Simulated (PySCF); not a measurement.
Si(Me)2(OH)(OMe), C₃H₁₀O₂Si, SMILES O[Si](C)(OC)C (GFN2-xTB optimised geometry):

```
16

C     -1.642     1.046    -0.207
O     -0.385     0.468     0.000
Si     0.005    -1.109     0.000
C     -0.696    -2.051     1.505
C      1.899    -1.109     0.000
O     -0.632    -1.742    -1.375
H     -2.296     0.862     0.649
H     -1.498     2.121    -0.327
H     -2.111     0.639    -1.104
H     -0.438    -1.555     2.435
H     -0.312    -3.065     1.564
H     -1.780    -2.117     1.460
H      2.296    -0.553     0.841
H      2.285    -2.121     0.063
H      2.293    -0.659    -0.905
H     -0.488    -2.655    -1.605
```

Calculation: B3LYP/def2-TZVP (PySCF).

Q: What are the frontier orbital energies and the dipole moment?

A: HOMO-2 -8.55 eV, HOMO-1 -8.07 eV, HOMO -7.49 eV, LUMO 0.37 eV, LUMO+1 1.34 eV; dipole moment 1.43 D.

On the same geometry PBE/def2-TZVP in PySCF 2.14.0 gives HOMO-2 -7.18 eV, HOMO-1 -6.74 eV, HOMO -6.26 eV, LUMO -0.09 eV, LUMO+1 0.84 eV; dipole moment 1.38 D.

Meta-Löwdin charges at B3LYP/def2-TZVP: C1 -0.10, O2 -0.62, Si3 1.34, C4 -0.64, C5 -0.63, O6 -0.77, H7 0.10, H8 0.12, H9 0.11, H10 0.13, H11 0.12, H12 0.12, H13 0.13, H14 0.12, H15 0.13, H16 0.35.
